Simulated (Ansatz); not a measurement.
Reaction (redistribution): `[SiH3]OB(Cl)Br` + `[CH3][Mg][NH2]` → `NB(Cl)O[SiH3]` + `[CH3][Mg][Br]`

Isolated molecules relaxed with PBE0-D4/def2-TZVP in Ansatz; ΔE leaves out vibrations. CBS: MP2 limit from def2 TZ/QZ plus the TZ coupled-cluster correction, frozen cores. DFT in def2-TZVPP. For Br, Mg outer-core shells are correlated without core-valence functions, which leaves a few kJ/mol of doubt a bond. Scalar relativity is left out up to krypton. One conformer a species, not always the lowest.

`[SiH3]OB(Cl)Br`:

Cartesian coordinates in Å:
```
Si 0.602 1.074 -0.326
O -0.292 0.083 0.678
B -0.754 -1.158 0.568
Cl -1.679 -1.875 1.866
Br -0.420 -2.204 -1.023
H 1.911 0.439 -0.604
H -0.148 1.305 -1.581
H 0.779 2.337 0.422
```

`[CH3][Mg][NH2]`:

Cartesian coordinates in Å:
```
C -1.151 1.094 -0.730
Mg 0.219 -0.208 0.137
N 1.465 -1.392 0.928
H -2.034 1.231 -0.098
H -1.504 0.727 -1.699
H -0.719 2.085 -0.897
H 2.378 -1.632 0.570
H 1.346 -1.905 1.789
```

`NB(Cl)O[SiH3]`:

```xyz
10

N     1.295   -0.329    1.076
B     0.468   -1.091    0.248
Cl    0.712   -2.853    0.201
O    -0.516   -0.574   -0.530
Si   -1.154    0.899   -0.871
H     1.219    0.670    1.158
H     2.014   -0.745    1.639
H    -2.591    0.892   -0.510
H    -0.990    1.169   -2.319
H    -0.457    1.962   -0.092
```

`[CH3][Mg][Br]`:

Cartesian coordinates in Å:
```
C -0.651 -0.244 -0.541
Mg 0.877 0.330 0.729
Br 2.610 0.981 2.169
H -1.599 -0.341 -0.005
H -0.438 -1.209 -1.010
H -0.799 0.485 -1.342
```

```csv
level,ΔE (kcal/mol)
r2SCAN0,-49.4
MP2/def2-SVP,-47.6
```

Task: What does CCSD(T)/CBS give? (Best estimate.)

Result: Ansatz gave: -45.3 kcal/mol. The listed levels differ from it by -4.1, -2.3 kcal/mol.

Largest T1 diagnostic among the species: 0.011.

From PBE to PBE0 (25 % exact exchange), in def2-TZVPP and without D4, ΔE moves by −3.2 kcal/mol. At CCSD(T), def2-SVP lies −2.8 kcal/mol from the extrapolated value and def2-TZVPP −0.0 kcal/mol. Leaving LDA and LC-ωPBE aside and taking each functional with its dispersion term where it has one, the values, not all of them listed here, spread over 6.5 kcal/mol, from BHLYP-D4 to revPBE-D4. LDA lies −1.1 kcal/mol from PBE without D4.
